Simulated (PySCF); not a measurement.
# How the method changes the shape and vibrations of GeH2O2

All numbers below are calculated, not measured. The program is PySCF 2.14.0, an open-source quantum chemistry code, run on an isolated molecule that a program drew, which may never have been made. The molecule is GeH2O2 (charge 0, singlet), drawn as the SMILES string `[O]=[GeH][OH]`.

The geometry was optimised and harmonic frequencies were computed with HF and MP2, all in the cc-pVDZ basis, for the commonest isotopes, with a restricted reference for singlets and an unrestricted one otherwise, and a frozen core in MP2. Germanium has the cc-pVDZ-PP basis, with a core potential (ECP10MDF) in place of its 10 inner electrons, and its 3s, 3p and 3d shells are frozen in MP2. Each result is a local minimum of its method.

Geometry at the HF minimum:
```xyz
5
GeH2O2, angstrom
O     0.7441   -2.6768   -0.7560
Ge   -0.6263   -1.8417   -0.6206
O    -0.6687   -0.1063   -0.4423
H    -2.0582   -2.3537   -0.6206
H    -1.5257    0.2906   -0.3694
```

Lengths of the bonds as drawn, in Å (atoms numbered as above):
```
  bond     HF    MP2
O1-Ge2  1.610  1.653
Ge2-O3  1.745  1.789
Ge2-H4  1.521  1.535
 O3-H5  0.947  0.971
```

Rotational constants, in GHz:
| constant | HF | MP2 |
|---|---|---|
| A | 29.28 | 27.87 |
| B | 6.736 | 6.437 |
| C | 5.476 | 5.229 |

Harmonic frequencies in cm^-1, each column in rising order, so a row needn't be the same motion in every method:
| rank | HF | MP2 |
|---|---|---|
| 1 | 280 | 247 |
| 2 | 362 | 330 |
| 3 | 556 | 481 |
| 4 | 781 | 725 |
| 5 | 809 | 752 |
| 6 | 950 | ? |
| 7 | 1063 | 1009 |
| 8 | 2283 | 2177 |
| 9 | 4150 | 3825 |

**Estimate the missing MP2 frequency from the HF column.**

A single factor s that minimises the squared misfit of MP2 against s times HF over the other rows is sum(HF x MP2) / sum(HF^2) = 0.9290, with an rms misfit of 27 cm^-1. For rank 6 it gives 0.9290 x 950 = 883 cm^-1. The calculation gives 938 cm^-1, 55 cm^-1 above the estimate. The drawn bonds are on average 2.2 % longer in MP2 than in HF.
